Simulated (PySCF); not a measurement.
A GIAO shielding run with PySCF 2.14.0 with density-fitted response routines (density fitting, non-relativistic, gas phase) on `O=C[C@H]([SiH3])CC(F)(F)F`, C₄H₇F₃OSi:

```
$ OMP_NUM_THREADS=1 python probes_run.py task.json out

{"job": {"kind": "nmr", "xc": "PBE0", "basis": "pcSseg-1"}, "charge": 0, "multiplicity": 1}
O      0.546576     1.390654     1.828135
C      0.564915     0.215140     1.578863
C      0.287380    -0.378329     0.246019
Si     2.012433    -0.601389    -0.601078
C     -0.616124     0.522899    -0.590868
C     -2.074102     0.272836    -0.261383
F     -2.890800     1.103201    -0.928089
F     -2.358491     0.411045     1.038668
F     -2.454887    -0.975694    -0.596359
H      0.863850    -0.527538     2.343281
H     -0.156309    -1.368435     0.365172
H      2.822541    -1.469411     0.249656
H      1.728762    -1.227814    -1.892116
H      2.613464     0.718133    -0.767397
H     -0.395503     1.568234    -0.360896
H     -0.501304     0.355412    -1.663019
```

Hardware: 1 thread of an Arm Neoverse N1, shared host. The job also computes population analyses, field gradients.

**Question.** How large is the calculation?

**Answer.** 80 electrons, 195 basis functions and 1035 auxiliary functions.

**Question.** How long does it take, and how much memory does it need?

**Answer.** 60 s of wall time, with 14 SCF cycles and 5 response iterations; peak memory 0.85 GiB. Times on a shared host scatter by some tens of per cent.
